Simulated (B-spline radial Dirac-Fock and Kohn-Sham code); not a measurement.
## What relativity does to the binding energies of Hg⁺

System: Hg⁺, configuration [Xe] 4f14 5d10 6s1.

Both columns are ΔSCF binding energies of the configuration average from a radial atomic solver: non-relativistic Hartree-Fock with a point nucleus, and Dirac-Fock with a finite nucleus and the Coulomb interaction alone, averaged over the two j levels with weights 2j+1.

```csv
shell,Hartree-Fock (eV),Dirac-Fock (eV),shift (eV),shift (%)
1s,75536.9,83568.4,+8031.44,+10.63
2s,12765.4,14924.7,+2159.29,+16.92
2p,12256.7,12985.0,+728.34,+5.94
3s,3057.1,3598.4,+541.31,+17.71
3p,2816.7,3021.6,+204.90,+7.27
3d,2373.1,2352.4,-20.66,-0.87
4s,691.2,828.3,+137.18,+19.85
4p,585.9,634.8,+48.91,+8.35
4d,393.1,386.7,-6.48,-1.65
4f,132.1,115.9,-16.18,-12.25
5p,82.51,89.19,+6.68,+8.10
5d,25.41,23.41,-1.99,-7.85
6s,14.45,17.14,+2.70,+18.66
```

Relativity binds 1s, 2s, 2p, 3s, 3p, 4s, 4p, 5p, 6s more strongly, among those listed most of all 4s in relative terms, and 3d, 4d, 4f, 5d more weakly, because the contracted s and p shells screen the nucleus better.

Values without a named source are computed, but for edge energies of neutral atoms, which are taken from tables.
